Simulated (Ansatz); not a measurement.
`[CH3][Al]([NH2])[SiH2][SiH3]` → Al• + C• + 10 H• + N• + 2 Si•  (atomization)

Program: Ansatz. Geometries: PBE0-D4/def2-TZVP. ΔE: electronic, gas phase. CBS: MP2 limit from def2 TZ/QZ plus the TZ coupled-cluster correction, frozen cores. This one scheme is used for every species, atoms too. No spin–orbit coupling; open shells (•) take unrestricted orbitals. Spin–orbit coupling would lower the free atoms: a little for Al, C, Si. One conformer a species, not always the lowest.

```tsv
species	MP2/CBS(def2) energy (Eh)
`[CH3][Al]([NH2])[SiH2][SiH3]`	-918.88737
Al•	-241.92189
C•	-37.76950
H•	-0.50000
N•	-54.51424
Si•	-288.92319
```

Problem. Work out ΔE.

Solution. ΔE = 10 × (-0.50000) + 2 × (-288.92319) + (-241.92189) + (-37.76950) + (-54.51424) − (-918.88737) = 1.83536 Eh = +1151.7 kcal/mol. CCSD(T)/CBS gives +1154.7 kcal/mol.

Largest T1 diagnostic among the species: 0.018.

In def2-TZVPP, CCSD(T) changes the Hartree–Fock value by +266.9 kcal/mol (the triples alone add +12.3 kcal/mol) and MP2 by +263.9 kcal/mol; breaking electron pairs costs correlation energy, which Hartree–Fock lacks. The D4 term adds +12.0 kcal/mol with B3LYP and +6.5 kcal/mol with PBE0; it sums over pairs of atoms, weighted by their polarisabilities, and B3LYP, whose exchange is more repulsive, gets the larger term. From PBE to PBE0 (25 % exact exchange), in def2-TZVPP and without D4, ΔE moves by −7.4 kcal/mol: exact exchange takes away binding that semilocal exchange gives to molecules.

B3LYP here is the variant with VWN-RPA as its local correlation; programs differ in this.

For atomizations the MP2-based limit and the directly extrapolated one differ by several kJ/mol either way, and by 10 to 25 for some Ge, Se and Sn compounds, so smaller differences from it don't rank the levels.
